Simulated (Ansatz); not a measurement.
Consider the ligand exchange at a B–F bond: `OB(O)F` + `CC[SeH]` → `CC[Se]B(O)O` + H–F.

Calculated with Ansatz (gas phase, PBE0-D4/def2-TZVP geometries, no zero-point term in ΔE). CBS: MP2 limit from def2 TZ/QZ plus the TZ coupled-cluster correction, frozen cores. This one scheme is used for every species. DFT in def2-TZVPP. B3LYP here is the variant with VWN-RPA as its local correlation; programs differ in this. For Se outer-core shells are correlated without core-valence functions, which leaves a few kJ/mol of doubt a bond. Scalar relativity is left out up to krypton. One conformer a species, not always the lowest.

```json
{"level": "PBE0-D4", "ΔE (kJ/mol)": "80.9", "difference from CCSD(T)/CBS": "2.4"}
{"level": "ωB97M-V", "ΔE (kJ/mol)": "89.4", "difference from CCSD(T)/CBS": "10.9"}
{"level": "r2SCAN", "ΔE (kJ/mol)": "90.0", "difference from CCSD(T)/CBS": "11.5"}
{"level": "PBE0", "ΔE (kJ/mol)": "87.7", "difference from CCSD(T)/CBS": "9.2"}
{"level": "B3LYP", "ΔE (kJ/mol)": "101.8", "difference from CCSD(T)/CBS": "23.3"}
{"level": "HF/def2-TZVPP", "ΔE (kJ/mol)": "120.1", "difference from CCSD(T)/CBS": "41.6"}
{"level": "MP2/def2-QZVPP", "ΔE (kJ/mol)": "72.2", "difference from CCSD(T)/CBS": "-6.3"}
{"level": "SCS-MP2/def2-QZVPP", "ΔE (kJ/mol)": "82.3", "difference from CCSD(T)/CBS": "3.8"}
{"level": "HF/CBS(def2)", "ΔE (kJ/mol)": "121.2", "difference from CCSD(T)/CBS": "42.7"}
{"level": "MP2/CBS(def2)", "ΔE (kJ/mol)": "69.6", "difference from CCSD(T)/CBS": "-8.9"}
{"level": "CCSD(T)/CBS", "ΔE (kJ/mol)": "78.5", "difference from CCSD(T)/CBS": "0"}
```

Largest T1 diagnostic among the species: 0.012.

In def2-TZVPP, CCSD(T) changes the Hartree–Fock value by −36.3 kJ/mol (the triples alone add −6.1 kJ/mol) and MP2 by −45.2 kJ/mol. From PBE to PBE0 (25 % exact exchange), in def2-TZVPP and without D4, ΔE moves by +3.2 kJ/mol. The D4 term adds −12.1 kJ/mol with B3LYP and −6.8 kJ/mol with PBE0; it sums over pairs of atoms, weighted by their polarisabilities, and B3LYP, whose exchange is more repulsive, gets the larger term.
